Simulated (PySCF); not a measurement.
**I⁴⁺: fine-structure interval**

I⁴⁺ [Kr] 4d10 5s2 5p1 [5p1/2^1, M_J = 1/2] → I⁴⁺ [Kr] 4d10 5s2 5p1 [5p3/2^1, M_J = 3/2], as a difference of total energies. All numbers are calculated (PySCF 2.14, the two-component X2C-1e Hamiltonian, in x2c-QZVPPall-2c (13s13p9d4f1g, 134 functions)). Correlated levels: [Ar] 3d10 frozen; the 30 highest virtual spinors dropped. "Screened" scales the spin-orbit matrix elements by Boettger's factors to mimic the two-electron term; Breit and QED terms are absent.

```
                    method  fine-structure interval (cm⁻¹)
 GHF (screened spin-orbit)                           13159
GMP2 (screened spin-orbit)                           12030
     GHF (bare spin-orbit)                           13650
```
